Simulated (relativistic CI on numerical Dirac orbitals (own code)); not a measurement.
## Crystal-field levels of Pd2+, 4d8

Calculated by Dirac-Coulomb-Breit CI, KLI orbitals optimised for each configuration, model QED, valence Slater integrals scaled by 0.9, one configuration in a parametric crystal field (own radial code). With so little scaling, terms lie 10 to 35 % too far apart, which can change the order of excited levels.

Field parameters in Wybourne normalisation: Td as Oh with Dq negative (B⁴₀ = 21Dq, B⁴₄ = √(5/14) B⁴₀). The field is a parameter set, without covalency.

S and J are read from ⟨S²⟩ = S(S + 1) and ⟨J²⟩ = J(J + 1) of each level; they are not fictitious spins.

Td, 10Dq = -8700 cm⁻¹, the lowest 16 levels:

```tsv
E (cm⁻¹)	Degeneracy	Irrep	S	J
0.0	1	A1	1.00	3.94
856	3	T1	1.00	3.75
2233	2	E	0.99	3.43
2822	3	T2	0.99	3.03
9204	3	T2	0.91	3.22
9637	3	T1	1.00	3.25
10009	2	E	0.98	2.81
10542	1	A2	1.00	3.00
14632	2	E	0.22	2.81
14759	3	T2	0.35	2.73
18879	3	T2	0.93	2.94
21016	3	T2	0.93	2.29
21312	2	E	0.92	2.26
22186	3	T1	1.00	1.13
22215	1	A1	0.94	0.82
24971	3	T2	0.17	3.39
```

Td, 10Dq = -9300 cm⁻¹, the lowest 16 levels:

| E (cm⁻¹) | Degeneracy | Irrep | S | J |
| --- | --- | --- | --- | --- |
| 0.0 | 1 | A1 | 1.00 | 3.94 |
| 868 | 3 | T1 | 1.00 | 3.74 |
| 2275 | 2 | E | 0.99 | 3.39 |
| 2825 | 3 | T2 | 0.99 | 3.01 |
| 9681 | 3 | T2 | 0.90 | 3.21 |
| 10167 | 3 | T1 | 1.00 | 3.26 |
| 10502 | 2 | E | 0.98 | 2.86 |
| 11088 | 1 | A2 | 1.00 | 3.00 |
| 14658 | 2 | E | 0.20 | 2.84 |
| 14939 | 3 | T2 | 0.34 | 2.76 |
| 19887 | 3 | T2 | 0.93 | 3.00 |
| 21486 | 3 | T2 | 0.94 | 2.27 |
| 21773 | 2 | E | 0.93 | 2.24 |
| 22668 | 1 | A1 | 0.93 | 0.92 |
| 22683 | 3 | T1 | 1.00 | 1.15 |
| 25508 | 3 | T2 | 0.19 | 3.37 |

Td, 10Dq = -7100 cm⁻¹, the lowest 16 levels:

| E (cm⁻¹) | Degeneracy | Irrep | S | J |
| --- | --- | --- | --- | --- |
| 0.0 | 1 | A1 | 1.00 | 3.96 |
| 814 | 3 | T1 | 1.00 | 3.79 |
| 2083 | 2 | E | 0.99 | 3.54 |
| 2797 | 3 | T2 | 0.99 | 3.10 |
| 7896 | 3 | T2 | 0.94 | 3.23 |
| 8247 | 3 | T1 | 1.00 | 3.22 |
| 8737 | 2 | E | 0.98 | 2.68 |
| 9100 | 1 | A2 | 1.00 | 3.00 |
| 14022 | 3 | T2 | 0.50 | 2.72 |
| 14519 | 2 | E | 0.28 | 2.69 |
| 16425 | 3 | T2 | 0.85 | 2.71 |
| 19854 | 3 | T2 | 0.90 | 2.34 |
| 20151 | 2 | E | 0.88 | 2.33 |
| 20890 | 3 | T1 | 1.00 | 1.10 |
| 21009 | 1 | A1 | 0.96 | 0.60 |
| 23603 | 3 | T2 | 0.14 | 3.48 |

The free-ion ground term has S = 1. Every field shown keeps that spin.

Levels of this model without a field, named by their leading LS term: 3F_4 0, 3F_3 3055, 3F_2 4629, 1D_2 12072, 3P_1 15849, 3P_0 16118, 3P_2 16263, 1G_4 19407 cm⁻¹.
